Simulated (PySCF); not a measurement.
**Molecular orbitals of SrAl**

MN15 at R = 3.340 Å; Sr def2-SVPD with ECP28, Al def2-SVPD; scalar-relativistic core potentials (PySCF 2.14). State: ²Π (doublet), unpaired electrons π ↑. Only the outer orbitals are listed, counted within each symmetry, core potentials removing the inner ones.

| spin | orbital | occ. | ε (eV) | on Sr (%) | main shells (%) |
| --- | --- | --- | --- | --- | --- |
| α | 4σ | 1 | -45.30 | 100 | 100 Sr s |
| α | 5σ | 1 | -25.73 | 100 | 100 Sr p |
| α | 2π | 1 | -25.71 | 100 | 100 Sr p |
| α | 2π | 1 | -25.70 | 100 | 100 Sr p |
| α | 6σ | 1 | -9.14 | 6 | 94 Al s |
| α | 7σ | 1 | -4.78 | 71 | 70 Sr s, 25 Al p |
| α | 3π | 1 | -3.81 | 24 | 76 Al p, 12 Sr d, 12 Sr p |
| α | 3π | 0 | -1.95 | 31 | 68 Al p, 17 Sr p, 14 Sr d |
| α | 8σ | 0 | -1.83 | 49 | 46 Al p, 22 Sr s, 18 Sr p |
| α | 4π | 0 | -0.45 | 96 | 76 Sr p, 21 Sr d |
| β | 4σ | 1 | -45.29 | 100 | 100 Sr s |
| β | 2π | 1 | -25.76 | 100 | 100 Sr p |
| β | 2π | 1 | -25.69 | 100 | 100 Sr p |
| β | 5σ | 1 | -25.67 | 100 | 100 Sr p |
| β | 6σ | 1 | -8.47 | 7 | 92 Al s |
| β | 7σ | 1 | -4.58 | 87 | 84 Sr s, 9 Al p |
| β | 3π | 0 | -1.63 | 41 | 58 Al p, 26 Sr p, 15 Sr d |
| β | 8σ | 0 | -1.27 | 41 | 51 Al p, 27 Sr p, 11 Sr d |
| β | 3π | 0 | -1.13 | 50 | 50 Al p, 38 Sr p, 12 Sr d |

Problem. Which are the highest filled and the lowest empty level, where do they sit, and how wide is the gap?

Solution. Highest filled α 3π at -3.81 eV (in %: 76 Al p, 12 Sr d, 12 Sr p); lowest empty α 3π at -1.95 eV (in %: 68 Al p, 17 Sr p, 14 Sr d); the gap at MN15 is 1.86 eV. Both belong to one degenerate shell, split only by its one-sided filling, so this is no excitation gap.

```json
{
 "bond order (Mayer)": "0.96",
 "⟨S²⟩": "0.812",
 "charge on Sr (Mulliken, basis-dependent)": "0.05",
 "charge on Sr (Löwdin, basis-dependent)": "-0.02",
 "dipole moment (positive dipole means Sr(−)Al(+))": "-1.70 D"
}
```

Spin–orbit coupling is left out. The state is the lowest determinant that a PBE0 search found; another state may lie lower at other levels.
